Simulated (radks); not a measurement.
Question: These are the eigenvalues of the occupied orbitals of an atom or ion with whole-number occupations (hartree). Calculated with a radial shooting solver on a logarithmic mesh with Libxc functionals: scalar-relativistic Kohn-Sham, LDA (Slater exchange, Perdew-Wang correlation), spin-polarised, spherical densities, finite nucleus; Fermi nuclear charge, rms radius of each element as measured or else 0.836 A^(1/3) + 0.57 fm.

| orbital | eigenvalue |
|---|---|
| 1s | -3053.463 |
| 2s | -541.8515 |
| 2p | -467.7241 |
| 3s | -129.1136 |
| 3p | -107.6856 |
| 3d | -85.04878 |
| 4s | -28.91373 |
| 4p | -21.88257 |
| 4d | -13.52315 |
| 5s | -5.06332 |
| 4f | -4.24900 |
| 5p | -3.16458 |
| 5d | -1.06852 |

Which element is it, and in what charge state? The configuration may be excited. Open shells, if any, are filled with parallel spins first.

Answer: Z = 80, mercury, charge +2: Hg2+ in [Xe] 4f14 5d10. The list shows which subshells hold electrons but not how many an open one holds; the 1s level, -3053.5 hartree, gives Z - s = 78.1 by -(Z - s)^2/2, which with screening and relativity narrows Z to a few neighbours, and the depths of the outer levels then fix element, charge and occupations together.
